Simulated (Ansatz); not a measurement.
`F[SiH](Cl)[S][GeH3]` + H₂ → `Cl[SiH2][S][GeH3]` + H–F at 400 K and 1 bar (hydrogenolysis of the Si–F bond).

Computed with Ansatz on PBE0-D4/def2-TZVP structures; ΔE is electronic, products minus reactants. CCSD(T)/CBS adds triple-zeta CCSD(T) − MP2 to the extrapolated MP2 energy (def2 sets, frozen cores). This one scheme is used for every species. For Ge outer-core shells are correlated without core-valence functions, which leaves a few kJ/mol of doubt a bond. Scalar relativity is left out up to krypton. One conformer a species, not always the lowest.

```csv
species,CCSD(T)/CBS energy (Eh),H − E (kJ/mol),S (J/(mol·K))
`F[SiH](Cl)[S][GeH3]`,-3325.10853,141.7,429.0
H₂,-1.17544,38.0,139.0
`Cl[SiH2][S][GeH3]`,-3225.84041,151.8,419.0
H–F,-100.39570,36.5,182.2
```

H − E and S are ideal-gas, rigid-rotor, harmonic terms from PBE0-D4/def2-TZVP, for one conformer and one mirror image of each species. The MP2-based limit puts H₂ 0.8 mEh under its directly extrapolated value; such offsets cancel only in part. 1 Eh = 2625.50 kJ/mol, R = 8.31446 J/(mol·K).

By hand: ΔE, ΔH, ΔS and ΔG.

ΔE = (-3225.84041) + (-100.39570) − (-3325.10853) − (-1.17544) = 0.04786 Eh = 125.7 kJ/mol. Δ(H − E) = 151.8 + 36.5 − 141.7 − 38.0 = 8.6, so ΔH = 134.3 kJ/mol. ΔS = 419.0 + 182.2 − 429.0 − 139.0 = 33.2 J/(mol·K). ΔG = 134.3 − 400 × (33.2)/1000 = 121.0 kJ/mol.

By hand: the equilibrium constant, and the temperature at which ΔG would vanish if ΔH and ΔS stayed fixed.

log₁₀ K = −ΔG/(RT ln 10) = -15.8. ΔG = 0 at ΔH/ΔS = 4045 K, far beyond where these terms or the molecules hold.

ΔH outweighs TΔS. A doubt of 5 kJ/mol in ΔE shifts log₁₀ K by 0.7 here. Other conformers and mirror images would add mixing entropy, several J/(mol·K) or more a flexible species. Modes under 60 cm⁻¹, often nearly free rotors, make the harmonic entropy too high. These are equilibria of isolated gas molecules and say nothing of rates. Largest T1 diagnostic: 0.011 (customary marks: 0.02 for closed shells, 0.045 for open ones).
